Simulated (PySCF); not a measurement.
Si(Cl)(OH)(SH)2 (ClH3OS2Si), SMILES O[Si](S)(S)Cl. Geometry optimised at PBE-D3(BJ)/def2-SVP. The structure was generated by enumeration, and PubChem lists no compound with its InChIKey, so it may never have been made. One conformer was computed; it need not be the lowest.

Computed with PySCF with PBE-D3(BJ)/def2-SVP.

Harmonic wavenumbers (cm⁻¹): 114, 125, 176, 203, 212, 257, 262, 304, 415, 559, 567, 700, 727, 825, 898, 2607, 2609, 3735. Rotational constants (GHz): 1.820, 1.650, 1.231; symmetry number 1.

Problem. Work out the zero-point energy and the ideal-gas rigid-rotor harmonic-oscillator thermochemistry at 298.15 K and 1 atm.

Solution. ZPE = ½ Σ hcν = ½ × 15295 cm⁻¹ = 21.87 kcal/mol. H − E(el) = 27.66 kcal/mol. Entropy in cal/(mol K): translation 40.86, rotation 28.85, vibration 20.31, total 90.02. G − E(el) = 0.82 kcal/mol. Cp = 28.89 cal/(mol K). Modes under 150 cm⁻¹ make the vibrational entropy uncertain.
